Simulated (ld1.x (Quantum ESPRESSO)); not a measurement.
**gadolinium (Gd) TM semilocal: all-electron and pseudo phase curves**

```json
{
 "Element": "Gd (Z = 64)",
 "Generator": "ld1.x (Quantum ESPRESSO) 7.5",
 "Type": "norm-conserving Troullier–Martins (semilocal form)",
 "Functional": "LDA (PZ)",
 "Relativity": "scalar-relativistic",
 "Frozen core": "[Kr] 4d10",
 "Valence charge": "18",
 "Reference configuration": "4f7 5s2 5p6 5d1 6s1.75 6p0.25",
 "Partial waves": "5s (bound): rc 1.55 bohr; 5p (bound): rc 1.80 bohr; 5d (bound): rc 1.90 bohr; 4f (bound): rc 0.90 bohr",
 "Local potential": "the f channel",
 "Core correction": "none"
}
```

Occupied shells without a wave of their own: 6p, 6s. They enter only through the test configuration that unscreens the potential.

The phase is arctan(r·u′/u) with u = r·R(r), unwrapped; energies in Ry, scanned from -6 to 5 Ry. A pole is an energy at which the radial function vanishes at the test radius. The pseudo phase is shifted by a multiple of π to meet the all-electron one at the reference energy, and phase errors are pseudo minus all-electron; the curves can meet again beyond the range given. Levels narrower than the energy grid can be missing from the lists of poles.

```csv
channel,radius (bohr),reference energy (Ry),"poles, all-electron","poles, pseudo",unbroken range about the reference energy with phases within 0.05 rad,phase error 1 Ry above the reference energy (rad)
s,2.06,-3.69,-2.92,-2.92,below 1.0,-0.002
p,2.06,-2.04,-0.67,-0.69,below 2.6,-0.002
d,2.06,-0.22,2.82,2.75,the whole range,-0.002
f,2.06,-0.68,-0.51,-0.51,the whole range,+0.001
```

A Bessel basis up to 400 Ry misses an occupied level by 0.02 Ry, so cutoffs and ghosts were not judged.

Phases in the s channel:

```tsv
E (Ry)	all-electron	pseudo
-6.00	1.256	1.255
-5.48	1.193	1.191
-4.96	1.061	1.058
-4.44	0.610	0.605
-3.92	-0.914	-0.915
-3.40	-1.431	-1.431
-2.88	-1.578	-1.579
-2.36	-1.652	-1.654
-1.84	-1.702	-1.705
-1.32	-1.743	-1.749
-0.80	-1.783	-1.791
-0.28	-1.826	-1.839
0.24	-1.877	-1.899
0.76	-1.942	-1.982
1.28	-2.036	-2.111
1.80	-2.184	-2.343
2.32	-2.444	-2.809
2.84	-2.920	-3.524
3.36	-3.548	-4.038
3.88	-3.997	-4.294
4.40	-4.239	-4.432
4.92	-4.377	-4.517
```
